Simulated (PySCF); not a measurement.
C₈H₇FO.
Bonds: C1–C2, C2–C3 (aromatic), C3–C4 (aromatic), C4–C5 (aromatic), C5–C6 (aromatic), C6–C7 (aromatic), C7–C8, C8–O9 (double), C8–F10, C2–C7 (aromatic). Hydrogens: H11, H12, H13 on C1; H14 on C3; H15 on C4; H16 on C5; H17 on C6.

The same species was optimised twice, with GFN2-xTB and with PBE0-D3(BJ)/def2-SVP (PySCF), and the same property calculations (PySCF, gas phase) were run on both structures.

| coordinate | GFN2-xTB | PBE0-D3(BJ)/def2-SVP | change |
| --- | --- | --- | --- |
| C8–F10 (Å) | 1.368 | 1.342 | -0.026 |
| C7–C8 (Å) | 1.463 | 1.481 | +0.018 |
| C5–C6 (Å) | 1.377 | 1.387 | +0.010 |
| C2–C3 (Å) | 1.391 | 1.401 | +0.010 |
| C3–C4 (Å) | 1.382 | 1.391 | +0.009 |
| C2–C7 (Å) | 1.406 | 1.414 | +0.008 |
| C1–C2 (Å) | 1.495 | 1.502 | +0.007 |
| C4–C5 (Å) | 1.387 | 1.394 | +0.007 |
| C6–C7 (Å) | 1.402 | 1.404 | +0.002 |
| C8=O9 (Å) | 1.187 | 1.187 | 0.000 |
| O9–C8–F10 (°) | 117.5 | 119.4 | +1.9 |
| C7–C8–O9 (°) | 127.8 | 126.7 | -1.1 |
| C1–C2–C7 (°) | 123.6 | 124.5 | +0.9 |
| C7–C8–F10 (°) | 114.7 | 113.9 | -0.8 |
| C2–C7–C8 (°) | 125.9 | 125.3 | -0.6 |
| C3–C2–C7 (°) | 117.5 | 117.1 | -0.4 |
| C2–C7–C6 (°) | 120.0 | 120.4 | +0.4 |
| C1–C2–C3 (°) | 118.8 | 118.4 | -0.4 |
| C6–C7–C8–O9 (°) | 0 | 1 | +1 |

Rotational constants: A = 2275, B = 1199, C = 789.1 MHz (GFN2-xTB) against A = 2245, B = 1196, C = 784.1 MHz (PBE0-D3(BJ)/def2-SVP).

On the GFN2-xTB structure: HOMO (eV) -7.71 [PBE0/pcSseg-1]; LUMO (eV) -1.94 [PBE0/pcSseg-1]; dipole (D) 3.92 [PBE0/pcSseg-1]; GIAO shielding of C1 (ppm) 160.3 [PBE0/pcSseg-1]; GIAO shielding of C2 (ppm) 36.6 [PBE0/pcSseg-1]; GIAO shielding of C3 (ppm) 49.9 [PBE0/pcSseg-1]; GIAO shielding of C4 (ppm) 45.2 [PBE0/pcSseg-1]; GIAO shielding of C5 (ppm) 55.0 [PBE0/pcSseg-1]; GIAO shielding of C6 (ppm) 43.0 [PBE0/pcSseg-1]; GIAO shielding of C7 (ppm) 59.5 [PBE0/pcSseg-1]; GIAO shielding of C8 (ppm) 18.9 [PBE0/pcSseg-1].

**Question.** What do these properties become on the PBE0-D3(BJ)/def2-SVP structure?

**Answer.** 
| property | level | on GFN2-xTB | on PBE0-D3(BJ)/def2-SVP | change |
| --- | --- | --- | --- | --- |
| HOMO (eV) | PBE0/pcSseg-1 | -7.71 | -7.65 | +0.06 |
| LUMO (eV) | PBE0/pcSseg-1 | -1.94 | -1.88 | +0.06 |
| dipole (D) | PBE0/pcSseg-1 | 3.92 | 3.73 | -0.19 |
| energy, GFN2-xTB geometry as zero (kcal/mol) | PBE0/pcSseg-1 | 0.0 | -0.4 | -0.4 |
| GIAO shielding of C1 (ppm) | PBE0/pcSseg-1 | 160.3 | 158.4 | -1.9 |
| GIAO shielding of C2 (ppm) | PBE0/pcSseg-1 | 36.6 | 35.6 | -1.0 |
| GIAO shielding of C3 (ppm) | PBE0/pcSseg-1 | 49.9 | 46.9 | -3.0 |
| GIAO shielding of C4 (ppm) | PBE0/pcSseg-1 | 45.2 | 43.6 | -1.6 |
| GIAO shielding of C5 (ppm) | PBE0/pcSseg-1 | 55.0 | 52.8 | -2.2 |
| GIAO shielding of C6 (ppm) | PBE0/pcSseg-1 | 43.0 | 42.1 | -0.9 |
| GIAO shielding of C7 (ppm) | PBE0/pcSseg-1 | 59.5 | 56.4 | -3.1 |
| GIAO shielding of C8 (ppm) | PBE0/pcSseg-1 | 18.9 | 19.4 | +0.5 |

The heavy atoms differ by 0.014 Å rms after alignment. Among bonds between heavy atoms C8–F10 changes most (-0.026 Å). Changes are differences of the printed values. Neither structure is proved a minimum here.

The values belong to the conformer `[CH3:1][c:2]1[cH:3][cH:4][cH:5][cH:6][c:7]1[C:8](=[O:9])[F:10]`: C6–C7–C8–O9 1°.
